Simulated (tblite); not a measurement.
A geometry optimisation, step by step.

Species: C5H12B2OSi.
Atom-mapped SMILES: `[BH2:1][O:2][B:3]([C:4]#[C:5][SiH3:6])[CH2:7][CH2:8][CH3:9]` (hydrogens: H10, H11 on B1; H12, H13, H14 on Si6; H15, H16 on C7; H17, H18 on C8; H19, H20, H21 on C9)

Computed with GFN2-xTB (tblite), gas phase: L-BFGS steps from a force-field or distance-geometry start until the largest atomic force falls under 0.01 eV/Å. 8 of its 216 geometries are shown.

Step 0: E = -681.4526 eV, largest atomic force 3.800 eV/Å
```
atom  x, y, z in Å  |  force x, y, z in eV/Å
B1      0.459    2.679   -0.094   -2.530  -1.938  -0.239
O2     -0.510    1.738   -0.693    3.095   0.165   2.198
B3     -0.198    0.382   -0.164    0.902   2.536   0.298
C4      1.235   -0.178   -0.265   -0.723  -0.168  -0.477
C5      2.359   -0.639   -0.303   -0.991   0.386  -0.159
Si6     4.037   -1.326   -0.373    1.244   0.105   1.081
C7     -1.092   -0.050    1.091    0.824   0.350   0.625
C8     -2.167   -0.958    0.598   -0.216  -1.740  -0.243
C9     -2.998   -0.206   -0.410   -0.878   0.334  -0.454
H10     0.085    3.748    0.263    0.021  -0.245  -0.822
H11     1.389    2.217    0.472    0.074   0.211  -0.414
H12     4.166   -2.272   -1.455   -0.009  -0.205  -0.288
H13     4.244   -1.956    0.973   -0.066   0.037  -0.477
H14     5.062   -0.241   -0.433   -0.365  -0.269  -0.167
H15    -1.552    0.856    1.533    0.248  -0.436  -0.059
H16    -0.482   -0.546    1.883   -0.328   0.318  -0.531
H17    -2.790   -1.391    1.416    0.367   0.392  -0.443
H18    -1.677   -1.809    0.064   -0.385   0.215   0.555
H19    -2.953    0.871   -0.156   -0.502  -0.585  -0.209
H20    -2.588   -0.295   -1.440   -0.423  -0.081   0.696
H21    -4.037   -0.607   -0.351    0.643   0.618  -0.471
```

Step 31: E = -683.2127 eV, largest atomic force 0.232 eV/Å
```
atom  x, y, z in Å  |  force x, y, z in eV/Å
B1      0.573    3.009    0.051   -0.022   0.211   0.009
O2      0.186    1.776    0.126   -0.115   0.073  -0.075
B3      0.014    0.481    0.213    0.112  -0.077   0.016
C4      1.187   -0.360   -0.305   -0.079  -0.063  -0.031
C5      2.272   -0.872   -0.484   -0.053   0.066   0.015
Si6     4.026   -1.439   -0.450   -0.009   0.031   0.058
C7     -1.113   -0.165    1.161    0.098   0.061  -0.009
C8     -2.248   -1.006    0.562    0.090  -0.048  -0.002
C9     -3.087   -0.263   -0.472    0.091   0.050  -0.005
H10     0.133    3.734   -0.774   -0.005  -0.116  -0.033
H11     1.357    3.428    0.832   -0.058  -0.041   0.043
H12     4.329   -2.379   -1.523   -0.038  -0.078  -0.063
H13     4.200   -2.031    0.877    0.067  -0.118   0.030
H14     4.872   -0.250   -0.559    0.054   0.054  -0.054
H15    -1.571    0.621    1.768    0.063   0.007   0.002
H16    -0.543   -0.817    1.832   -0.180   0.022   0.145
H17    -2.890   -1.325    1.389   -0.045  -0.005  -0.051
H18    -1.833   -1.905    0.108    0.051  -0.095  -0.066
H19    -3.296    0.747   -0.128   -0.182  -0.016   0.064
H20    -2.556   -0.172   -1.416    0.075  -0.052  -0.016
H21    -4.022   -0.795   -0.654    0.086   0.134   0.025
```

Step 61: E = -683.4115 eV, largest atomic force 0.119 eV/Å
```
atom  x, y, z in Å  |  force x, y, z in eV/Å
B1      0.245    3.049   -0.026   -0.104  -0.052   0.025
O2      0.148    1.778    0.200    0.049   0.032  -0.022
B3      0.113    0.503    0.498   -0.078   0.013   0.059
C4      1.337   -0.347    0.137   -0.032   0.009   0.057
C5      2.381   -0.922   -0.088    0.002   0.074  -0.079
Si6     4.030   -1.631   -0.523    0.001  -0.032  -0.065
C7     -1.141   -0.092    1.320   -0.033  -0.050   0.029
C8     -2.101   -0.980    0.515    0.012   0.025  -0.075
C9     -2.873   -0.157   -0.509   -0.040   0.008  -0.048
H10    -0.169    3.498   -1.038    0.025  -0.013   0.009
H11     0.716    3.746    0.803    0.021   0.017  -0.031
H12     3.885   -2.469   -1.718   -0.035  -0.042   0.046
H13     4.528   -2.400    0.619   -0.008  -0.021  -0.001
H14     4.947   -0.530   -0.841   -0.012   0.026   0.049
H15    -1.730    0.731    1.737    0.073  -0.020   0.027
H16    -0.770   -0.680    2.162    0.056  -0.003   0.033
H17    -2.810   -1.464    1.197    0.072   0.058  -0.061
H18    -1.544   -1.764    0.000    0.053  -0.031   0.037
H19    -3.448    0.618   -0.002    0.014  -0.011  -0.093
H20    -2.191    0.317   -1.214   -0.033  -0.004   0.075
H21    -3.561   -0.786   -1.072    0.000   0.017   0.030
```

Step 92: E = -683.4543 eV, largest atomic force 0.049 eV/Å
```
atom  x, y, z in Å  |  force x, y, z in eV/Å
B1      0.038    3.093   -0.064    0.008   0.019  -0.021
O2      0.070    1.863    0.334   -0.027  -0.020   0.000
B3      0.120    0.600    0.666    0.009   0.006   0.006
C4      1.362   -0.209    0.281    0.016  -0.008   0.002
C5      2.363   -0.812   -0.040   -0.026  -0.010  -0.010
Si6     3.885   -1.722   -0.556    0.020   0.020  -0.003
C7     -1.097   -0.118    1.437    0.017   0.001  -0.008
C8     -1.945   -0.971    0.478    0.019   0.030   0.005
C9     -2.668   -0.110   -0.552   -0.003   0.000   0.020
H10    -0.415    3.349   -1.125   -0.009   0.012   0.021
H11     0.465    3.942    0.636   -0.014   0.022   0.013
H12     3.546   -2.558   -1.712    0.000  -0.015   0.011
H13     4.342   -2.539    0.571    0.000  -0.009  -0.011
H14     4.906   -0.736   -0.927   -0.007  -0.016   0.011
H15    -1.742    0.622    1.918   -0.009  -0.032  -0.027
H16    -0.711   -0.771    2.222   -0.001  -0.004   0.002
H17    -2.684   -1.543    1.048    0.038   0.030  -0.009
H18    -1.294   -1.682   -0.036   -0.012  -0.009   0.019
H19    -3.352    0.577   -0.059   -0.013   0.010   0.001
H20    -1.958    0.475   -1.131    0.019  -0.016  -0.007
H21    -3.240   -0.733   -1.236   -0.024  -0.011  -0.017
```

Step 123: E = -683.4627 eV, largest atomic force 0.027 eV/Å
```
atom  x, y, z in Å  |  force x, y, z in eV/Å
B1     -0.087    3.168   -0.012   -0.012  -0.008   0.005
O2      0.043    1.921    0.309    0.009   0.018  -0.002
B3      0.143    0.658    0.626    0.013   0.001   0.007
C4      1.383   -0.148    0.231    0.003   0.013  -0.006
C5      2.353   -0.810   -0.066    0.009  -0.003  -0.013
Si6     3.841   -1.795   -0.543    0.005  -0.011   0.011
C7     -1.038   -0.097    1.416    0.013   0.001   0.001
C8     -1.883   -0.966    0.474   -0.005  -0.011   0.003
C9     -2.599   -0.133   -0.582    0.000  -0.010   0.000
H10    -0.599    3.455   -1.038    0.007  -0.002   0.006
H11     0.301    4.003    0.727    0.003   0.003  -0.001
H12     3.478   -2.648   -1.678   -0.003  -0.001  -0.012
H13     4.254   -2.618    0.598   -0.011   0.014   0.002
H14     4.908   -0.863   -0.917    0.009  -0.003  -0.004
H15    -1.694    0.621    1.915   -0.010  -0.005  -0.015
H16    -0.619   -0.745    2.189   -0.001   0.000   0.012
H17    -2.623   -1.518    1.060   -0.024  -0.011   0.006
H18    -1.237   -1.697   -0.019    0.007   0.001   0.015
H19    -3.225    0.623   -0.110   -0.009   0.004  -0.005
H20    -1.880    0.371   -1.223    0.001   0.009  -0.003
H21    -3.232   -0.764   -1.202   -0.003   0.002  -0.006
```

Step 154: E = -683.4644 eV, largest atomic force 0.021 eV/Å
```
atom  x, y, z in Å  |  force x, y, z in eV/Å
B1     -0.088    3.191    0.020    0.004   0.019   0.002
O2      0.051    1.938    0.313   -0.005  -0.012   0.009
B3      0.145    0.671    0.613    0.001   0.000  -0.005
C4      1.379   -0.136    0.200    0.011  -0.002  -0.010
C5      2.349   -0.793   -0.109   -0.006  -0.004   0.007
Si6     3.830   -1.805   -0.555    0.001   0.008  -0.011
C7     -1.037   -0.079    1.411   -0.008  -0.004  -0.003
C8     -1.880   -0.971    0.487    0.001   0.000   0.000
C9     -2.587   -0.164   -0.595    0.004   0.001   0.001
H10    -0.615    3.500   -0.991    0.005  -0.009   0.000
H11     0.310    4.013    0.769   -0.001  -0.002   0.001
H12     3.475   -2.670   -1.685   -0.006   0.005   0.007
H13     4.201   -2.610    0.612    0.004   0.003  -0.006
H14     4.925   -0.902   -0.929   -0.017  -0.007   0.011
H15    -1.697    0.647    1.891   -0.001   0.000  -0.004
H16    -0.619   -0.709    2.199    0.004   0.010   0.007
H17    -2.627   -1.505    1.082    0.008   0.003   0.001
H18    -1.232   -1.715    0.019    0.003  -0.006   0.001
H19    -3.232    0.591   -0.149    0.004  -0.007   0.000
H20    -1.861    0.339   -1.230   -0.001   0.001  -0.004
H21    -3.199   -0.814   -1.218   -0.003   0.003  -0.003
```

Step 184: E = -683.4700 eV, largest atomic force 0.061 eV/Å
```
atom  x, y, z in Å  |  force x, y, z in eV/Å
B1     -0.001    3.324    0.153    0.007   0.009   0.009
O2      0.081    2.057    0.407   -0.002   0.041  -0.035
B3      0.111    0.772    0.638   -0.015   0.004   0.002
C4      1.298   -0.080    0.185    0.026   0.011  -0.001
C5      2.228   -0.782   -0.146    0.022  -0.008  -0.012
Si6     3.671   -1.832   -0.627    0.033   0.022   0.005
C7     -1.097    0.040    1.408   -0.003  -0.006   0.000
C8     -1.792   -1.012    0.532    0.007   0.007   0.017
C9     -2.473   -0.372   -0.674    0.010  -0.009   0.034
H10    -0.504    3.687   -0.853    0.008  -0.015   0.017
H11     0.425    4.106    0.931   -0.003  -0.022  -0.008
H12     3.283   -2.693   -1.748   -0.019   0.013  -0.005
H13     4.042   -2.650    0.533    0.007   0.017  -0.012
H14     4.777   -0.948   -1.019   -0.041  -0.041   0.020
H15    -1.841    0.766    1.746   -0.001  -0.009  -0.003
H16    -0.703   -0.455    2.300   -0.033  -0.021  -0.018
H17    -2.535   -1.550    1.126   -0.019   0.012  -0.014
H18    -1.051   -1.737    0.189   -0.011   0.017  -0.002
H19    -3.224    0.348   -0.354    0.005  -0.001   0.019
H20    -1.741    0.151   -1.286    0.009  -0.007  -0.017
H21    -2.963   -1.124   -1.288    0.012  -0.016   0.004
```

Step 215: E = -683.4763 eV, largest atomic force 0.010 eV/Å
```
atom  x, y, z in Å  |  force x, y, z in eV/Å
B1      0.142    3.512    0.371   -0.005  -0.007   0.002
O2      0.104    2.224    0.494   -0.002   0.005  -0.002
B3      0.052    0.926    0.631    0.003  -0.005   0.000
C4      1.209    0.043    0.158   -0.008   0.001   0.002
C5      2.098   -0.700   -0.201    0.004  -0.004  -0.001
Si6     3.443   -1.848   -0.733    0.002   0.005  -0.003
C7     -1.209    0.215    1.335    0.005   0.005  -0.004
C8     -1.693   -1.048    0.615   -0.004   0.002  -0.004
C9     -2.273   -0.722   -0.756    0.000   0.001  -0.005
H10    -0.280    4.017   -0.610   -0.001  -0.005   0.000
H11     0.593    4.167    1.244    0.003   0.002  -0.001
H12     2.931   -2.668   -1.835    0.001   0.000  -0.003
H13     3.802   -2.692    0.410    0.001   0.000   0.000
H14     4.597   -1.058   -1.171   -0.004   0.001  -0.001
H15    -2.044    0.913    1.431   -0.001   0.005   0.003
H16    -0.916   -0.063    2.352    0.004  -0.001   0.009
H17    -2.456   -1.546    1.219   -0.005  -0.003  -0.004
H18    -0.854   -1.738    0.497   -0.006   0.000   0.006
H19    -3.126   -0.052   -0.659    0.006   0.005  -0.006
H20    -1.523   -0.236   -1.377    0.003  -0.006   0.005
H21    -2.605   -1.627   -1.260    0.003  -0.001   0.004
```

**Question.** Summarise the path.

**Answer.** The energy falls by 195.26 kJ/mol from step 0 to step 215; nine tenths of that is first reached at step 39. It falls at every step. The largest force goes from 3.800 to 0.010 eV/Å. Among the bonds B1–O2 changes most (a near tie, within 0.001 Å, with another), from 1.478 to 1.295 Å; the atoms move by 1.086 Å rms after alignment.

The cost below is that of the whole relaxation. On an Arm Neoverse V1 with one thread, no GPU, shared host with 32 logical CPUs at a one-minute load of 19, this took 1.9 s wall.
